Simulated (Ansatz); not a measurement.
Cost and result for the atomization energy of GeH6O4Si (`[OH][GeH2][O][SiH](O)O`) (12 atoms, 11 bonds).

```xyz
12

O     2.202   -0.765    0.773
Ge    1.299   -1.225   -0.671
O     0.193    0.117   -1.072
Si   -0.794    0.972   -0.121
O    -2.361    0.500   -0.171
O    -0.317    0.697    1.432
H     1.604   -0.368    1.418
H     2.300   -1.348   -1.819
H     0.432   -2.473   -0.432
H    -0.686    2.395   -0.501
H    -2.879    0.725   -0.945
H    -0.992    0.773    2.108
```

Charge 0, multiplicity 1. Correlated methods include outer-core shells of Ge, which these sets cover unevenly. Scalar relativity is left out up to krypton. The structure was optimised at the PBE0-D4/def2-TZVP level. It is one conformer, not always the lowest. Program: Ansatz. All runs use 2 threads of an AMD EPYC 7R13 on a shared host and a share of an NVIDIA H100 80 GB. Times are those of one run each, without the atoms' runs, and a repeat can differ threefold. Electronic energies, without spin–orbit coupling; frozen cores. CCSD(T)/CBS adds CCSD(T) − MP2 in def2-TZVPP to the MP2 limit, and its time is that of the two runs behind it. T1 = 0.012. With those shells the extrapolation isn't a true limit. B3LYP takes the VWN-RPA correlation (the form of Gaussian; ORCA's B3LYP/G).

CCSD(T)/CBS is a level of theory with its own doubt, some kJ/mol a heavy atom from the limit and from the frozen cores, so smaller differences don't rank the functionals.

```csv
level,functions,wall time
PBE0-D4/def2-TZVPP,298,2.9 s
PBE-D4/def2-TZVPP (with forces),298,3.1 s
r2SCAN-D4/def2-TZVPP (with forces),298,3.3 s
MP2/def2-QZVPP,567,3.8 s
B2PLYP/def2-TZVPP,298,4.4 s
B3LYP-D4/def2-TZVPP (with forces),298,4.5 s
ωB97X-V/def2-TZVPP,298,4.9 s
ωB97M-V/def2-TZVPP (with forces),298,7 s
CCSD(T)/def2-TZVPP,298,11 s
CCSD(T)/CBS(def2),–,15 s
```

Task: What atomization energy does each give, and how far from CCSD(T)/CBS? (Estimate.)

Result: Ansatz gave: 
| level | atomization (kcal/mol) | difference from CCSD(T)/CBS | per bond |
| --- | --- | --- | --- |
| PBE0-D4/def2-TZVPP | 1053.2 | -29.2 | -2.7 |
| PBE-D4/def2-TZVPP (with forces) | 1078.3 | -4.1 | -0.4 |
| r2SCAN-D4/def2-TZVPP (with forces) | 1073.4 | -9.0 | -0.8 |
| MP2/def2-QZVPP | 1098.0 | 15.6 | 1.4 |
| B2PLYP/def2-TZVPP | 1059.0 | -23.4 | -2.1 |
| B3LYP-D4/def2-TZVPP (with forces) | 1062.9 | -19.5 | -1.8 |
| ωB97X-V/def2-TZVPP | 1076.0 | -6.4 | -0.6 |
| ωB97M-V/def2-TZVPP (with forces) | 1073.0 | -9.4 | -0.9 |
| CCSD(T)/def2-TZVPP | 1050.2 | -32.2 | -2.9 |
| CCSD(T)/CBS(def2) | 1082.4 | 0.0 | 0.0 |

The D4 term adds +10.8 kcal/mol with B3LYP and +5.7 kcal/mol with PBE0; it sums over pairs of atoms, weighted by their polarisabilities, and B3LYP, whose exchange is more repulsive, gets the larger term. In def2-TZVPP, CCSD(T) changes the Hartree–Fock value by +301.8 kcal/mol (the triples alone add +17.4 kcal/mol) and MP2 by +330.2 kcal/mol; breaking electron pairs costs correlation energy, which Hartree–Fock lacks. From PBE to PBE0 (25 % exact exchange), in def2-TZVPP and without D4, the atomization energy moves by −24.1 kcal/mol: exact exchange takes away binding that semilocal exchange gives to molecules.
